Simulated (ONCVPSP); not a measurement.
## u(r) = r·R(r): atom against pseudo-atom (B (Z = 5))

Columns: radius, all-electron u(r) and pseudo u(r) of the 2p shell (level -4.02 eV) of boron in the configuration [He] 2s1 2p2; PBEsol, scalar-relativistic, ONCV scheme, ONCVPSP 4.0.1.

```csv
r (bohr),all-electron,pseudo
0.160,0.0617,0.0186
0.320,0.1767,0.0722
0.480,0.2940,0.1543
0.640,0.3960,0.2549
0.800,0.4782,0.3625
0.960,0.5415,0.4657
1.120,0.5865,0.5546
1.280,0.6150,0.6225
1.440,0.6295,0.6663
1.600,0.6325,0.6862
1.760,0.6265,0.6850
1.920,0.6135,0.6672
2.080,0.5952,0.6382
2.240,0.5732,0.6031
2.400,0.5486,0.5663
2.560,0.5223,0.5309
2.720,0.4951,0.4981
2.880,0.4674,0.4681
3.040,0.4399,0.4399
3.200,0.4128,0.4128
3.360,0.3864,0.3864
3.520,0.3609,0.3609
3.680,0.3364,0.3364
3.840,0.3132,0.3132
4.000,0.2911,0.2911
4.160,0.2702,0.2702
```

Task: How many radial nodes do the two functions have?

Result: The all-electron 2p function has n − l − 1 = 0; the pseudo-wave has 0.

Task: At about which radius was the pseudo-wave matched?

Result: 3.20 bohr, where the columns begin to agree (steps of 0.16 bohr).

Task: Is the pseudo-wave norm-conserving?

Result: Yes: the ONCV scheme keeps the norm inside the radius equal to the all-electron one, which fixes the energy derivative of the logarithmic derivative at the level.
